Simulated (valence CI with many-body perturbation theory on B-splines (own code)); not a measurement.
# Eu48+: electric-dipole lines

Computed by configuration interaction combined with many-body perturbation theory (CI+MBPT): five valence electrons over a frozen Dirac-Fock core [Ne], a basis of 11 s, 11 p, 10 d, 8 f, 5 g, 2 h functions for each j, with the one-electron correlation potential Σ1, the two-electron term Σ2, the three-electron term Σ3, Breit, model QED; selected CI, second order for the rest, scaled by the run's own slope (own B-spline code, finite nucleus).

No measured spectrum was set against this ion. As an estimate, large intervals hold to a few tenths of a per cent, small ones and those within an open d or f shell to about a per cent. Among the levels kept, up to 3300 cm⁻¹ of a level comes from second order outside the variational space, and about a tenth of that is noise between levels of different J, which matters for small intervals.

Lines 1 to 50 of 582 in falling wavelength, among levels below 6626.3 × 10³ cm⁻¹, chosen from the strongest by gf and those to the six lowest levels. Wavelengths and rates use the calculated energies. Electric multipoles are in the length gauge, E1 and E2 with the static RPA response of the core. Weak lines are less certain than strong ones. Lines between different terms over intervals too small for the method are left out, as are lines whose strength nearly cancels. The highest levels of a list are the least certain.

Levels are named by their leading jj configuration (3d3/2^4 stands for four electrons in 3d with j = 3/2), which in mixed levels can hold well under half, so a name can repeat and another be missing. Letters in brackets count levels of one name in rising energy.

| λ vac (Å) | Upper | Lower | A (s⁻¹) | S (a.u.) |
| --- | --- | --- | --- | --- |
| 179.3 | (3s^2 3p1/2^2 3d5/2) J=5/2 | (3s^2 3p1/2 3p3/2^2) J=5/2 | 3.11e+07 | 5.31e-04 |
| 156.9 | (3s^2 3p1/2^2 3d5/2) J=5/2 | (3s^2 3p1/2 3p3/2^2) J=3/2 | 4.26e+07 | 4.87e-04 |
| 123.9 | (3s 3p1/2^2 3d3/2^2) J=5/2 | (3s^2 3p1/2 3d3/2^2) J=3/2 | 3.79e+09 | 2.14e-02 |
| 117.6 | (3s 3p1/2 3p3/2^2 3d3/2) J=7/2 [a] | (3s^2 3p3/2^2 3d3/2) J=5/2 | 2.58e+09 | 1.66e-02 |
| 116.8 | (3s 3p1/2^2 3p3/2 3d3/2) J=7/2 | (3s^2 3p1/2 3p3/2 3d3/2) J=5/2 [b] | 4.11e+09 | 2.58e-02 |
| 107.4 | (3s 3p1/2^2 3d3/2 3d5/2) J=9/2 | (3s^2 3p1/2 3d3/2 3d5/2) J=7/2 [b] | 8.22e+09 | 5.02e-02 |
| 106.2 | (3s 3p1/2 3p3/2^2 3d3/2) J=9/2 | (3s^2 3p3/2^2 3d3/2) J=7/2 | 6.34e+09 | 3.74e-02 |
| 105.9 | (3s 3p1/2^2 3d3/2 3d5/2) J=5/2 [b] | (3s^2 3p1/2 3d3/2 3d5/2) J=5/2 [b] | 4.31e+09 | 1.52e-02 |
| 104.6 | (3s 3p1/2^2 3d3/2^2) J=1/2 | (3s^2 3p1/2 3d3/2^2) J=1/2 | 1.37e+10 | 1.55e-02 |
| 101.2 | (3s 3p1/2^2 3p3/2 3d5/2) J=9/2 | (3s^2 3p1/2 3p3/2 3d5/2) J=9/2 | 6.15e+09 | 3.14e-02 |
| 100.9 | (3s 3p1/2^2 3p3/2 3d5/2) J=7/2 [a] | (3s^2 3p1/2 3p3/2 3d5/2) J=5/2 [b] | 5.81e+09 | 2.36e-02 |
| 100.1 | (3s 3p1/2^2 3p3/2 3d5/2) J=7/2 [a] | (3s^2 3p1/2 3p3/2 3d5/2) J=7/2 [b] | 3.95e+09 | 1.57e-02 |
| 98.00 | (3s 3p1/2^2 3p3/2^2) J=5/2 | (3s^2 3p1/2 3p3/2^2) J=5/2 | 5.75e+09 | 1.60e-02 |
| 96.81 | (3s 3p1/2^2 3d3/2^2) J=3/2 | (3s^2 3p1/2 3d3/2^2) J=5/2 | 1.09e+10 | 1.95e-02 |
| 95.71 | (3s 3p1/2 3p3/2^2 3d5/2) J=11/2 | (3s^2 3p3/2^2 3d5/2) J=9/2 | 1.30e+10 | 6.74e-02 |
| 95.39 | (3s 3p1/2^2 3p3/2 3d3/2) J=7/2 | (3s^2 3p1/2 3p3/2 3d3/2) J=7/2 | 7.76e+09 | 2.66e-02 |
| 94.58 | (3s 3p1/2 3p3/2^2 3d5/2) J=7/2 [e] | (3s^2 3p3/2^2 3d5/2) J=5/2 [b] | 9.95e+09 | 3.32e-02 |
| 94.41 | (3s 3p1/2^2 3d3/2 3d5/2) J=7/2 [a] | (3s^2 3p1/2 3d3/2 3d5/2) J=5/2 [a] | 6.78e+09 | 2.25e-02 |
| 93.55 | (3s 3p1/2^2 3p3/2 3d3/2) J=5/2 [a] | (3s^2 3p1/2 3p3/2 3d3/2) J=5/2 [a] | 8.23e+09 | 2.00e-02 |
| 93.10 | (3s 3p1/2^2 3p3/2 3d5/2) J=9/2 | (3s^2 3p1/2 3p3/2 3d5/2) J=7/2 [a] | 1.57e+10 | 6.24e-02 |
| 92.56 | (3s 3p1/2^2 3d5/2^2) J=9/2 | (3s^2 3p1/2 3d5/2^2) J=9/2 | 1.01e+10 | 3.95e-02 |
| 92.49 | (3s 3p1/2^2 3d5/2^2) J=5/2 | (3s^2 3p1/2 3d5/2^2) J=3/2 | 1.19e+10 | 2.79e-02 |
| 92.47 | (3s 3p1/2^2 3d3/2 3d5/2) J=7/2 [a] | (3s^2 3p1/2 3d3/2 3d5/2) J=7/2 [a] | 1.15e+10 | 3.59e-02 |
| 92.05 | (3s 3p1/2^2 3d5/2^2) J=5/2 | (3s^2 3p1/2 3d5/2^2) J=5/2 | 1.28e+10 | 2.95e-02 |
| 91.85 | (3s 3p1/2^2 3p3/2 3d5/2) J=5/2 [a] | (3s^2 3p1/2 3p3/2 3d5/2) J=5/2 [a] | 9.75e+09 | 2.24e-02 |
| 91.55 | (3p1/2^2 3p3/2^2 3d3/2) J=7/2 | (3s 3p1/2 3p3/2^2 3d3/2) J=7/2 [c] | 1.30e+10 | 3.95e-02 |
| 91.49 | (3s 3p1/2 3p3/2^2 3d5/2) J=9/2 [b] | (3s^2 3p3/2^2 3d5/2) J=7/2 | 1.28e+10 | 4.83e-02 |
| 91.31 | (3s 3p1/2^2 3d5/2^2) J=9/2 | (3s^2 3p1/2 3d5/2^2) J=7/2 | 1.85e+10 | 6.94e-02 |
| 91.14 | (3s 3p1/2^2 3d3/2^2) J=5/2 | (3s^2 3p1/2 3d3/2^2) J=5/2 | 1.24e+10 | 2.78e-02 |
| 91.00 | (3s 3p1/2^2 3d3/2 3d5/2) J=3/2 [a] | (3s^2 3p1/2 3d3/2 3d5/2) J=1/2 | 8.91e+09 | 1.33e-02 |
| 90.90 | (3s 3p1/2^2 3p3/2^2) J=5/2 | (3s^2 3p1/2 3p3/2^2) J=3/2 | 9.38e+09 | 2.09e-02 |
| 90.74 | (3s 3p1/2^2 3d3/2 3d5/2) J=5/2 [a] | (3s^2 3p1/2 3d3/2 3d5/2) J=5/2 [a] | 9.06e+09 | 2.00e-02 |
| 90.73 | (3s 3p1/2^2 3p3/2 3d5/2) J=7/2 [b] | (3s^2 3p1/2 3p3/2 3d5/2) J=5/2 [b] | 5.31e+09 | 1.57e-02 |
| 89.83 | (3s 3p1/2 3p3/2^3) J=5/2 | (3s^2 3p3/2^3) J=3/2 | 9.98e+09 | 2.14e-02 |
| 89.48 | (3s 3p1/2^2 3d3/2 3d5/2) J=9/2 | (3s^2 3p1/2 3d3/2 3d5/2) J=9/2 | 1.21e+10 | 4.28e-02 |
| 89.42 | (3s 3p1/2^2 3p3/2^2) J=1/2 | (3s^2 3p1/2 3p3/2^2) J=1/2 | 2.00e+10 | 1.41e-02 |
| 89.21 | (3s 3p1/2^2 3p3/2 3d5/2) J=5/2 [a] | (3s^2 3p1/2 3p3/2 3d5/2) J=3/2 [a] | 1.38e+10 | 2.91e-02 |
| 89.06 | (3s 3p1/2 3p3/2^2 3d5/2) J=5/2 [f] | (3s^2 3p3/2^2 3d5/2) J=3/2 | 6.60e+09 | 1.38e-02 |
| 88.95 | (3s 3p1/2^2 3d3/2 3d5/2) J=5/2 [a] | (3s^2 3p1/2 3d3/2 3d5/2) J=7/2 [a] | 8.68e+09 | 1.81e-02 |
| 88.91 | (3s 3p1/2 3p3/2^2 3d3/2) J=5/2 [c] | (3s^2 3p3/2^2 3d3/2) J=5/2 | 5.84e+09 | 1.22e-02 |
| 88.40 | (3s 3p1/2^2 3p3/2 3d5/2) J=3/2 [b] | (3s^2 3p1/2 3p3/2 3d5/2) J=1/2 | 1.23e+10 | 1.68e-02 |
| 86.86 | (3p1/2 3p3/2^4) J=1/2 | (3s 3p3/2^4) J=1/2 | 1.84e+10 | 1.19e-02 |
| 86.72 | (3s 3p1/2^2 3p3/2 3d5/2) J=3/2 [b] | (3s^2 3p1/2 3p3/2 3d5/2) J=3/2 [b] | 1.52e+10 | 1.95e-02 |
| 86.69 | (3s 3p1/2^2 3p3/2 3d5/2) J=3/2 [a] | (3s^2 3p1/2 3p3/2 3d5/2) J=5/2 [a] | 1.58e+10 | 2.03e-02 |
| 86.63 | (3s 3p1/2 3p3/2^2 3d3/2) J=7/2 [c] | (3s^2 3p3/2^2 3d3/2) J=7/2 | 1.11e+10 | 2.84e-02 |
| 86.34 | (3s 3p1/2 3p3/2^2 3d5/2) J=5/2 [e] | (3s^2 3p3/2^2 3d5/2) J=5/2 [a] | 8.28e+09 | 1.58e-02 |
| 86.23 | (3s 3p1/2 3p3/2^2 3d5/2) J=7/2 [d] | (3s^2 3p3/2^2 3d5/2) J=5/2 [a] | 1.26e+10 | 3.18e-02 |
| 86.11 | (3s 3p1/2^2 3d5/2^2) J=3/2 | (3s^2 3p1/2 3d5/2^2) J=5/2 | 2.41e+10 | 3.03e-02 |
| 85.17 | (3s 3p1/2 3p3/2^2 3d5/2) J=3/2 [d] | (3s^2 3p3/2^2 3d5/2) J=3/2 | 1.04e+10 | 1.27e-02 |
| 85.09 | (3s 3p1/2^2 3d5/2^2) J=1/2 | (3s^2 3p1/2 3d5/2^2) J=1/2 | 2.79e+10 | 1.70e-02 |
